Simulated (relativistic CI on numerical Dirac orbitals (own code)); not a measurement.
## Mn⁶⁺ in a cubic cluster: 1s photoemission with charge transfer

Computed with a charge-transfer multiplet model of a cubic metal-ligand cluster with up to 2 ligand holes, Slater and spin-orbit integrals from Dirac-Coulomb-Breit ions, Slater integrals scaled by 0.8. The ground state mixes d1 with configurations of k ligand holes L, whose averages lie at kΔ + k(k − 1)U_dd/2; a core hole lowers each added d electron by U_cd. 20 K, Lorentzian 1.1 eV and Gaussian 0.6 eV FWHM.

Atomic integrals in eV (Slater integrals scaled, ζ unscaled), ground: F2dd 10.611, F4dd 6.708, zeta_d 0.064; with the core hole: F2dd 10.611, F4dd 6.708, zeta_d 0.090, G2cd 0.078. Where a configuration has fewer than two d electrons, the dd integrals are those of d2.

Cluster parameters (eV): Δ = -0.4, U_dd = 6.7, U_cd = 7.4, 10Dq = 0.45, 10Dq(ligand) = 0.1, final-state hopping factor = 0.9.

```tsv
Case	n_d	d1	d2L	d3L2	S
V(eg) = 2.7 eV, V(t2g) = -1.46 eV	1.93	0.25	0.58	0.18	0.50
V(eg) = 3 eV, V(t2g) = -1.62 eV	1.94	0.24	0.57	0.19	0.50
V(eg) = 3.3 eV, V(t2g) = -1.78 eV	1.96	0.24	0.56	0.20	0.50
V(eg) = 3.6 eV, V(t2g) = -1.94 eV	1.97	0.24	0.56	0.20	0.50
V(eg) = 4.2 eV, V(t2g) = -2.27 eV	1.98	0.23	0.55	0.22	0.50
```

Weights, n_d and S are thermal averages at 20 K. Binding energies count from the first peak over 30 % of the highest in each spectrum, which can be another peak from case to case. The parameters are a model scan and need not match a compound or its usual spin state. Peaks in eV (height, largest 100):
- V(eg) = 2.7 eV, V(t2g) = -1.46 eV: 0.0 (100), 12.4 (9)
- V(eg) = 3 eV, V(t2g) = -1.62 eV: 0.0 (100), 13.6 (8)
- V(eg) = 3.3 eV, V(t2g) = -1.78 eV: 0.0 (100), 14.7 (7)
- V(eg) = 3.6 eV, V(t2g) = -1.94 eV: 0.0 (100), 15.8 (6)
- V(eg) = 4.2 eV, V(t2g) = -2.27 eV: 0.0 (100)

Curve for V(eg) = 4.2 eV, V(t2g) = -2.27 eV (points under 2 left out, the grid thinned):

E (eV), Intensity and a bar:
```
     -3.7        2.5 
     -3.4        3.0 
     -3.2        3.3 
     -2.9        4.0 #
     -2.7        4.6 #
     -2.4        5.8 #
     -2.2        6.9 ##
     -1.9        9.1 ##
     -1.6       12.5 ###
     -1.4       15.9 ####
     -1.1       24.1 #######
     -0.9       32.9 ##########
     -0.6       53.8 ################
     -0.4       72.5 ######################
     -0.1       96.7 ##############################
      0.2       96.3 ##############################
      0.4       81.2 #########################
      0.7       53.1 ################
      0.9       38.3 ###########
      1.2       23.8 #######
      1.4       18.0 #####
      1.7       12.4 ###
      1.9       10.0 ###
      2.2        7.5 ##
      2.5        5.8 #
      2.7        5.0 #
      3.0        4.1 #
      3.2        3.6 #
      3.5        3.1 
      3.7        2.9 
      4.0        2.6 
      4.3        2.4 
      4.5        2.3 
      4.8        2.1 
     17.0        2.1 
     17.3        2.8 
     17.5        3.4 
     17.8        4.2 #
     18.1        4.5 #
     18.3        4.6 #
     18.6        4.8 #
     18.8        4.6 #
     19.1        3.9 #
     19.3        3.1 
     19.6        2.1
```

For the case V(eg) = 3.3 eV, V(t2g) = -1.78 eV, Δ = -0.4 eV is smaller than U_dd = 6.7 eV, the charge-transfer side of the Zaanen-Sawatzky-Allen scheme (negative Δ: between configuration averages a ligand hole costs less than the nominal valence; multiplet and field energies can change this for the lowest states). With the core hole the average of the configuration with one ligand hole lies at Δ − U_cd = -7.8 eV before mixing: the effective hopping of about 6.5 eV (from the holes of the mixed ground state) is comparable with this gap or larger, so the configurations mix strongly.

With at most 2 ligand holes the space is cut while the next configuration still counts, so covalency is underestimated, and a final configuration with one more ligand hole, which can lie low, is missing from the spectra.
